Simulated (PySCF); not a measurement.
**Relaxation of quintet WBr₂**

All numbers come from UPBE0/[W def2-TZVP with ECP60, Br def2-TZVP], scalar-relativistic core potentials, density fitting, no spin–orbit coupling, PySCF. A (50,194) grid was used.

A hand-made linear start, of D∞h symmetry, held to at least that symmetry:

Coordinates in bohr (charge 0 multiplicity 5):
```
W     0.0000    0.0000    0.0000
Br    0.0000    0.0000    4.7432
Br    0.0000    0.0000   -4.7432
```

Optimiser trace:
```csv
step,E − E(last) (kJ/mol),largest gradient (Eh/bohr)
0,9.46,0.02142
1,1.09,0.00780
2,0.03,0.00155
3,0.00,0.00009
4,0.00,0.00000
```

It ends at D∞h with W–Br 2.426 Å (×2); Br–W–Br 180.0°. A frequency run shows 1 imaginary mode, down to 33i cm⁻¹, so it is a saddle point. Other isomers or separated fragments may lie lower.

Open d and f shells are described by one determinant, and the ground state may have another occupation or spin. Spin–orbit coupling, left out here, can matter for elements this heavy.
